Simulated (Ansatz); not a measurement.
Input for Ansatz (a quantum-chemistry and plane-wave program): R-wB97X-V/def2-TZVPP on H3NOSi (SMILES N[Si]O), a point of a torsion scan.

Ansatz 0.2 input:
```yaml
crystal:
  periodic: [false, false, false]
  atoms:
    - {symbol: N, position_ang: [-0.99949238, -0.07419211, 0.16555340]}
    - {symbol: Si, position_ang: [0.35946166, -0.99067853, 0.66719958]}
    - {symbol: O, position_ang: [1.56106425, -0.26987555, -0.20020915]}
    - {symbol: H, position_ang: [-1.92123537, -0.19681484, 0.54731377]}
    - {symbol: H, position_ang: [-0.96118275, 0.68330129, -0.50533053]}
    - {symbol: H, position_ang: [1.84744935, -0.51742682, -1.07238489]}
basis:
  gaussian:
    orbitals: def2-TZVPP
hamiltonian:
  xc: {name: wB97X-V}
scf: {lower_state_search: off}
```

Problem. What total energy does the run end on?

Solution. -421.2926 hartree.
